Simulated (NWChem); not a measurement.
## Correlation energy of H₆B₂

```
B
H 1 1.2014
H 1 1.2014 2 121.73
H 1 1.3290 2 109.00 3 -128.14
B 4 1.3290 1 83.91 2 -112.52
H 5 1.2014 4 109.00 1 112.52
H 5 1.2014 6 121.73 4 -128.14
H 1 1.3290 2 109.00 4 -103.72
```
Charge 0, spin multiplicity 1.

All runs are NWChem calculations. The geometry was optimised at B3LYP/def2-SVP, a minimum by its harmonic frequencies.

Basis set: cc-pVDZ. Each correlation energy counts from its own Hartree-Fock reference.

The correlated methods keep 2 core orbitals frozen. The structure started from a generated list of species. Coupled-cluster values serve here as a point of comparison, not as the truth.

Problem. One of these methods gave a correlation energy of -215.8 mHa. Which?
A) RI-MP2
B) CCSD
C) CR-CCSD[T]
D) SCS-MP2

Solution. A, RI-MP2. The others give -229.8 (SCS-MP2), -263.6 (CR-CCSD[T]), -258.3 (CCSD).
